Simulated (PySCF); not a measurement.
C2H6ClFSi2, SMILES [SiH3][Si@@H](C(=C)F)Cl. The structure is a stationary point at PBE0-D3(BJ)/def2-SVP. The structure was generated by enumeration; whether it is a known compound was not checked. Other conformers were not sampled.

Question: Give the equilibrium geometry at PBE0-D3(BJ)/def2-SVP (PySCF confirms it by a frequency run) as bond lengths and angles. (Estimate from the structure and the level; the computed values follow.)

Answer: This is not unique; one that fits is 
Atoms: C1 C2 F3 Si4 Si5 Cl6 H7 H8 H9 H10 H11 H12. Bonded distances (Å): C1–C2 1.330, C1–H7 1.091, C1–H8 1.093, C2–F3 1.349, C2–Si4 1.885, Si4–Si5 2.341, Si4–Cl6 2.078, Si4–H9 1.491, Si5–H10 1.494, Si5–H11 1.493, Si5–H12 1.494. Bond angles (°): C2–C1–H7 119.5, C2–C1–H8 121.1, H7–C1–H8 119.4, C1–C2–F3 120.6, C1–C2–Si4 128.0, F3–C2–Si4 111.5, C2–Si4–Si5 109.7, C2–Si4–Cl6 107.8, C2–Si4–H9 109.5, Si5–Si4–Cl6 109.0, Si5–Si4–H9 112.3, Cl6–Si4–H9 108.4, Si4–Si5–H10 109.8, Si4–Si5–H11 108.4, Si4–Si5–H12 109.7, H10–Si5–H11 109.8, H10–Si5–H12 109.5, H11–Si5–H12 109.7.
Charge 0, spin multiplicity 1.
